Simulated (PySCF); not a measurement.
C4H10O, charge +1, multiplicity 2. Atoms are numbered in the order given.

```xyz
15

C     -0.2710     2.3082    -0.0405
C      0.6396     1.0472    -0.1630
O      0.0000     0.0000     0.5300
C     -0.6396    -1.0472    -0.1630
C      0.2710    -2.3082    -0.0405
H     -1.2151     2.1407    -0.5758
H     -0.4583     2.5498     1.0131
H      0.2972     3.1222    -0.5161
H      0.8128     0.7698    -1.2129
H      1.5725     1.2406     0.3923
H     -0.8128    -0.7698    -1.2129
H     -1.5725    -1.2406     0.3923
H     -0.2972    -3.1222    -0.5161
H      0.4583    -2.5498     1.0131
H      1.2151    -2.1407    -0.5758
```
Charge +1, spin multiplicity 2.

Geometry: TPSSh-D3(BJ)/def2-SVP. The multiplicity is an assumed one; no other spin state was optimised. Other conformers were not sampled.

The numbers are results of TDA-PBE/def2-SVPD (PySCF 2.14.0), not measurements.

Vertical excitations. Gas-phase values at a fixed geometry.

Computed excitation energies, oscillator strengths and character:
```csv
state,energy (eV),λ (nm),f,main pairs
root 1,1.69,735,0.003,β HOMO→LUMO 99 %
root 2,1.97,629,0.000,β HOMO−1→LUMO 99 %
root 3,2.51,494,0.000,β HOMO−2→LUMO 99 %
root 4,2.66,467,0.001,"β HOMO−3→LUMO 76 %, β HOMO−4→LUMO 23 %"
root 5,3.01,412,0.002,β HOMO−5→LUMO 92 %
root 6,3.73,332,0.339,"β HOMO−4→LUMO 70 %, β HOMO−3→LUMO 19 %"
root 7,4.07,304,0.003,β HOMO−6→LUMO 91 %
root 8,5.44,228,0.003,β HOMO−7→LUMO 85 %
root 9,6.19,200,0.015,β HOMO−8→LUMO 99 %
root 10,6.68,186,0.004,β HOMO−9→LUMO 93 %
```
Unrestricted roots are not spin-pure.
